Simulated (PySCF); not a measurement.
A structure optimised at PBE-D3(BJ)/def2-SVP, used in a PySCF frequency run:

```
C
H 1 1.1098
H 1 1.1101 2 108.11
C 1 1.4939 2 111.34 3 -121.95
C 4 1.3477 1 126.32 2 146.32
H 5 1.0994 4 123.44 1 178.54
H 4 1.1038 5 115.70 6 1.23
Cl 5 1.7427 6 113.45 4 -179.78
Si 1 1.9113 2 107.93 3 115.82
H 9 1.5022 1 109.76 2 -176.87
H 9 1.5053 10 108.97 1 120.33
H 9 1.5063 10 109.42 11 118.71
```
Charge 0, spin multiplicity 1.

Write its SMILES and formula.

[SiH3]C/C=C\Cl, C3H7ClSi

What are its rotational constants (standard atomic weights)?

5.7851, 1.4848, 1.3082 GHz
